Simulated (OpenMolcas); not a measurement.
Levels of Ni6+ by method

```json
{
 "Program": "OpenMolcas",
 "Basis": "ANO-R2 [6s5p4d2f1g]",
 "Scalar Hamiltonian": "X2C, finite nucleus",
 "Active space": "4 electrons in 5 orbitals (3d)",
 "State averaging": "2S+1 = 5 even, 5 roots; 2S+1 = 3 even, 45 roots; 2S+1 = 1 even, 50 roots",
 "Spin-orbit coupling": "RASSI with atomic mean-field integrals over the reference wave functions, term energies averaged over their components"
}
```

Methods on the same reference wave functions:
A. CASSCF
B. SS-CASPT2, IPEA 0.25 Eh, imaginary shift 0.1 Eh (closed shells correlated: 3s 3p)
C. MS-CASPT2, IPEA 0.25 Eh, imaginary shift 0.1 Eh (closed shells correlated: 3s 3p)

Energies in cm-1 above 3d4 5D0, the measured ground level; measured values from Corliss and Sugar, J. Phys. Chem. Ref. Data 10, 197 (1981).

```json
{"Level": "3d4 5D0", "A": "0.0", "B": "0.0", "C": "0.0", "Measured": "0.0"}
{"Level": "3d4 5D1", "A": "279", "B": "285", "C": "285", "Measured": "279"}
{"Level": "3d4 5D2", "A": "812", "B": "825", "C": "825", "Measured": "804"}
{"Level": "3d4 5D3", "A": "1563", "B": "1579", "C": "1579", "Measured": "1520"}
{"Level": "3d4 5D4", "A": "2497", "B": "2510", "C": "2510", "Measured": "2392"}
{"Level": "3d4 3H4", "A": "33978", "B": "32590", "C": "32590", "Measured": "31672"}
{"Level": "3d4 3H5", "A": "34581", "B": "33240", "C": "33240", "Measured": "32286"}
{"Level": "3d4 3H6", "A": "35218", "B": "33930", "C": "33930", "Measured": "32877"}
{"Level": "3d4 3P0(1)", "A": "35739", "B": "30960", "C": "30950", "Measured": "30077"}
{"Level": "3d4 3P1(1)", "A": "37375", "B": "32660", "C": "32650", "Measured": "31836"}
{"Level": "3d4 3F2(1)", "A": "39266", "B": "35230", "C": "35240", "Measured": "34247"}
{"Level": "3d4 3F3(1)", "A": "39320", "B": "35330", "C": "35330", "Measured": "34317"}
{"Level": "3d4 3F4(1)", "A": "39591", "B": "35630", "C": "35620", "Measured": "34576"}
{"Level": "3d4 3P2(1)", "A": "40114", "B": "35380", "C": "35380", "Measured": "34555"}
{"Level": "3d4 3G3", "A": "43006", "B": "39270", "C": "39270", "Measured": "38160"}
{"Level": "3d4 3G4", "A": "43663", "B": "39940", "C": "39940", "Measured": "38746"}
{"Level": "3d4 3G5", "A": "44127", "B": "40470", "C": "40480", "Measured": "39247"}
{"Level": "3d4 1I6", "A": "51454", "B": "49600", "C": "49600", "Measured": ""}
{"Level": "3d4 1G4(1)", "A": "54510", "B": "49100", "C": "49100", "Measured": ""}
{"Level": "3d4 3D3", "A": "55200", "B": "48080", "C": "48080", "Measured": ""}
{"Level": "3d4 3D2", "A": "55402", "B": "48310", "C": "48310", "Measured": ""}
{"Level": "3d4 3D1", "A": "55694", "B": "48580", "C": "48580", "Measured": ""}
{"Level": "3d4 1S0(1)", "A": "62993", "B": "52850", "C": "52850", "Measured": ""}
{"Level": "3d4 1D2(1)", "A": "67085", "B": "61350", "C": "61350", "Measured": ""}
```

Deviations, from unrounded energies. A percentage is the sum of absolute deviations over the sum of measured energies, with the sign that they share, or ± where signs differ.

```json
{"Against measurement": "mean absolute deviation (cm-1)", "Levels": "16", "A": "3300", "B": "760", "C": "760"}
{"Against measurement": "fine structure of the ground term (%)", "Levels": "4", "A": "±3.1", "B": "+4.0", "C": "+4.1"}
{"Against measurement": "other terms of the ground configuration (%)", "Levels": "12", "A": "+12.9", "B": "+2.9", "C": "+2.9"}
```

B, C lie about equally close to measurement and A furthest from it. The largest miss of C in the table is 3d4 3G5, by +1200 cm-1. The ranking rests on the paired levels alone, and a cruder setting can come out closer through cancelling errors.

Between B and C the level of the table that moves most is 3d4 3P0(1), by 11 cm-1 (lowest in C, highest in B). Moves below CASPT2's spread within the term are not significant.

The two smallest mean deviations differ by little beside CASPT2's spread within terms, so their order carries little weight.

From A to B the spin-free energies of the other terms of 3d4 shown, above 5D, scale by factors of 0.83 to 0.96, as is usual when dynamic correlation screens the repulsion within a d or f shell.

The lowest spin-free term lies below A's lowest term by 0.365 hartree in B, 0.365 hartree in C.

CASPT2 breaks the degeneracy within a term, and the mean is taken; among the terms shown or strongly mixed into the levels shown the widest spread is 900 cm-1 (3d4 1I, C). Without dynamic correlation excited terms often stand tens of per cent too high (terms of higher spin than the ground term too low), and those without a measured partner can miss by more than the paired ones (holds for A). The CASPT2 spread within a term exceeds the gap to the next term for 3d4 1G(1) and 3d4 1I, so the order of their levels is uncertain (holds for C). Computed and measured levels are paired by configuration, term and J; levels that our copy of the source lacks, or whose pairing is in doubt (as where it misses far off the trend of its configuration), stay unpaired and out of the deviations. Only configurations of the active space appear. The table leaves out levels that lie high or whose names do not pair safely across all columns.

A number in round brackets counts repeated terms of one configuration in the order of the reference energies.
